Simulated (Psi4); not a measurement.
H18N6Ru (SMILES [NH3]->[Ru+2](<-[NH3])(<-[NH3])(<-[NH3])(<-[NH3])<-[NH3]), charge +2, singlet, at a GFN2-xTB geometry (such geometries of metal compounds can be far from the true shape) (all electrons, no relativity); TPSS/3-21G (Psi4).

Here is a job for Psi4.
```
memory 2 GB

molecule {
2 1
Ru    0.00462943   -0.00058800    0.00335853
N     0.99043295   -1.37579064    1.39118793
H     0.65167097   -1.30386002    2.35215141
H     1.99637442   -1.20150207    1.43826666
H     0.88591805   -2.35759997    1.12877292
N    -1.15937766   -1.66259676   -0.81600610
H    -1.52854599   -2.26180887   -0.07499407
H    -0.61620294   -2.27339559   -1.42881025
H    -1.97020342   -1.36568477   -1.36167262
N    -1.60354128    0.36394079    1.44214700
H    -1.65054812   -0.32984214    2.19032519
H    -2.52018849    0.34676213    0.99061613
H    -1.53358137    1.27212561    1.90469547
N     1.57453148   -0.37018856   -1.47538449
H     1.18305053   -0.51694466   -2.40793179
H     2.13485743   -1.19947319   -1.27046645
H     2.23775448    0.40066246   -1.57169737
N     1.15615391    1.64318823    0.87544948
H     1.14935063    1.60402973    1.89665205
H     0.79538583    2.56574974    0.62570318
H     2.14109705    1.64373319    0.60489045
N    -0.93109016    1.39783727   -1.39551201
H    -1.40664090    0.94154025   -2.17589891
H    -0.24068151    2.02159525   -1.81826909
H    -1.62738963    2.00308744   -0.95674193
}

set {
  basis 3-21g
  scf_type pk
}

energy('tpss')
print_variables()
```

What the program printed (banner, timings and long lists left out):

```
   => Loading Basis Set <=

    Name: 3-21G
    Role: ORBITAL
    Keyword: BASIS

         ---------------------------------------------------------
                                   SCF
               by Justin Turney, Rob Parrish, Andy Simmonett
                          and Daniel G. A. Smith
                              RKS Reference
         ---------------------------------------------------------

  ==> Geometry <==

    Molecular point group: c1
    Full point group: C1

    Geometry (in Angstrom), charge = 2, multiplicity = 1:

       Center              X                  Y                   Z               Mass
    ------------   -----------------  -----------------  -----------------  -----------------
         RU           0.000054943787     0.000006796902    -0.000144130433   101.904344100000
         N            0.985858463787    -1.375195843098     1.387685269567    14.003074004430
         H            0.647096483787    -1.303265223098     2.348648749567     1.007825032230
         H            1.991799933787    -1.200907273098     1.434763999567     1.007825032230
         H            0.881343563787    -2.357005173098     1.125270259567     1.007825032230
         N           -1.163952146213    -1.662001963098    -0.819508760433    14.003074004430
         H           -1.533120476213    -2.261214073098    -0.078496730433     1.007825032230
         H           -0.620777426213    -2.272800793098    -1.432312910433     1.007825032230
         H           -1.974777906213    -1.365089973098    -1.365175280433     1.007825032230
         N           -1.608115766213     0.364535586902     1.438644339567    14.003074004430
         H           -1.655122606213    -0.329247343098     2.186822529567     1.007825032230
         H           -2.524762976213     0.347356926902     0.987113469567     1.007825032230
         H           -1.538155856213     1.272720406902     1.901192809567     1.007825032230
         N            1.569956993787    -0.369593763098    -1.478887150433    14.003074004430
         H            1.178476043787    -0.516349863098    -2.411434450433     1.007825032230
         H            2.130282943787    -1.198878393098    -1.273969110433     1.007825032230
         H            2.233179993787     0.401257256902    -1.575200030433     1.007825032230
         N            1.151579423787     1.643783026902     0.871946819567    14.003074004430
[...]
   @RKS iter  13: -4760.16610763865629   -1.04899e-02   2.85419e-04 ADIIS/DIIS
   @RKS iter  14: -4760.16642283844703   -3.15200e-04   1.94549e-04 ADIIS/DIIS
   @RKS iter  15: -4760.16666985024403   -2.47012e-04   5.39296e-05 DIIS
   @RKS iter  16: -4760.16669380843359   -2.39582e-05   7.61077e-06 DIIS
   @RKS iter  17: -4760.16669420849939   -4.00066e-07   2.63260e-06 DIIS
   @RKS iter  18: -4760.16669425775581   -4.92564e-08   3.72175e-07 DIIS
  Energy and wave function converged.

  ==> Post-Iterations <==

   Electrons on quadrature grid:
      Ntotal   =  102.0000712531 ; deviation = 7.125e-05

    Orbital Energies [Eh]
    ---------------------

    Doubly Occupied:

[...]
    Virtual:

[...]
    Final Occupation by Irrep:
              A
    DOCC [    51 ]
    NA   [    51 ]
    NB   [    51 ]

  @RKS Final Energy: -4760.16669425775581

   => Energetics <=

    Nuclear Repulsion Energy =            898.0311671812861505
    One-Electron Energy =               -8330.2278481199173257
    Two-Electron Energy =                2850.2470446550050838
    DFT Exchange-Correlation Energy =    -178.2170579741298866
    Empirical Dispersion Energy =           0.0000000000000000
    VV10 Nonlocal Energy =                  0.0000000000000000
    Total Energy =                      -4760.1666942577558075

Computation Completed

Properties will be evaluated at   0.000000,   0.000000,   0.000000 [a0]

Properties computed using the SCF density matrix

 Multipole Moments:

 ------------------------------------------------------------------------------------
     Multipole            Electronic (a.u.)      Nuclear  (a.u.)        Total (a.u.)
 ------------------------------------------------------------------------------------

 L = 1.  Multiply by 2.5417464519 to convert [e a0] to [Debye]
 Dipole X            :          0.0015339           -0.0015306            0.0000034
 Dipole Y            :          0.0003309           -0.0002009            0.0001300
 Dipole Z            :         -0.0040742            0.0042751            0.0002009
 Magnitude           :                                                    0.0002393

 ------------------------------------------------------------------------------------

  Variable Map:
  ----------------------------------------------------------------------------
[...]
  Array Variable Map:
  ----------------------------------------------------------------------------
[...]
[...]
```
